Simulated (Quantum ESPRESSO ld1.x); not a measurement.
The run below uses ld1.x (Quantum ESPRESSO 7.5).

```
 &input
    zed=16.0,
    iswitch=1,
    rel=2,
    dft='RXC-VWN',
    config='[Ne] 3s2',
    rel_dist='energy',
    verbosity='high',
    lsmall=.true.,
    prefix='ld1',
    max_out_wfc=37,
    file_charge='ld1.rho',
 /
```

It prints:

```
     Program LD1 v.7.5 starts

     --------------------------- All-electron run ----------------------------

     dirac relativistic calculation

     atomic number is 16.00
     dft =RXC-VWN   lsd =0 sic =0 latt =0  beta=0.20 tr2=1.0E-14
     Exchange-correlation= RXC-VWN
                           (   3   2   0   0   0   0   0)
     mesh =1923 r(mesh) =  99.82426 a.u. xmin = -8.00 dx = 0.00800
     1 Ry =  13.60569312 eV, c = 137.03599908

     n l j   nl                  e(Ry)          e(Ha)          e(eV)
     Spin orbit split results
     1 0 0.5 1S 1( 2.00)    -180.446429117     -90.223214559  -2455.0987397
     2 0 0.5 2S 1( 2.00)     -19.837567575      -9.918783787   -269.9038567
     2 1 0.5 2P 1( 2.00)     -15.945030128      -7.972515064   -216.9431868
     2 1 1.5 2P 1( 4.00)     -15.851415187      -7.925707594   -215.6694906
     3 0 0.5 3S 1( 2.00)      -4.853152444      -2.426576222    -66.0305028
     Averaged results
     1 0     1S 1( 2.00)    -180.446429117     -90.223214559  -2455.0987397
     2 0     2S 1( 2.00)     -19.837567575      -9.918783787   -269.9038567
     2 1     2P 1( 6.00)     -15.882620168      -7.941310084   -216.0940560
     3 0     3S 1( 2.00)      -4.853152444      -2.426576222    -66.0305028

     final scf error:  2.7E-15 reached in  16 iterations

     Etot =    -786.792770 Ry,    -393.396385 Ha,  -10704.860979 eV

     Ekin =     789.067458 Ry,     394.533729 Ha,   10735.809682 eV
     Encl =   -1826.417157 Ry,    -913.208578 Ha,  -24849.671350 eV
     Eh   =     295.437838 Ry,     147.718919 Ha,    4019.636554 eV
     Exc  =     -44.880908 Ry,     -22.440454 Ha,    -610.635865 eV

     normalization and overlap integrals

     s(1S/1S) =  1.000000  <r> =   0.0972  <r2> =    0.0127  r(max) =   0.0635
     LC norm =  0.99679054 + SC norm =  0.00320946 =  1.00000000
     s(1S/2S) =  0.000000
     s(1S/3S) = -0.000000
     s(2S/2S) =  1.000000  <r> =   0.4790  <r2> =    0.2730  r(max) =   0.3904
     LC norm =  0.99950733 + SC norm =  0.00049267 =  1.00000000
     s(2S/3S) =  0.000000
     s(2P/2P) =  1.000000  <r> =   0.4387  <r2> =    0.2404  r(max) =   0.3222
     LC norm =  0.99952560 + SC norm =  0.00047440 =  1.00000000
     s(2P/2P) =  1.000000  <r> =   0.4410  <r2> =    0.2427  r(max) =   0.3248
     LC norm =  0.99952865 + SC norm =  0.00047135 =  1.00000000
     s(3S/3S) =  1.000000  <r> =   1.4647  <r2> =    2.4460  r(max) =   1.3066
     LC norm =  0.99989689 + SC norm =  0.00010311 =  1.00000000

     LC charge = 11.98955532 + SC charge =  0.01044468 = 12.00000000

     ------------------------ End of All-electron run ------------------------
```

Run on one thread of a shared host, so times are rough (Intel(R) Xeon(R) Processor @ 2.60GHz): 0.46 s of CPU time, 0.76 s wall, 16 iterations on 1923 mesh points.
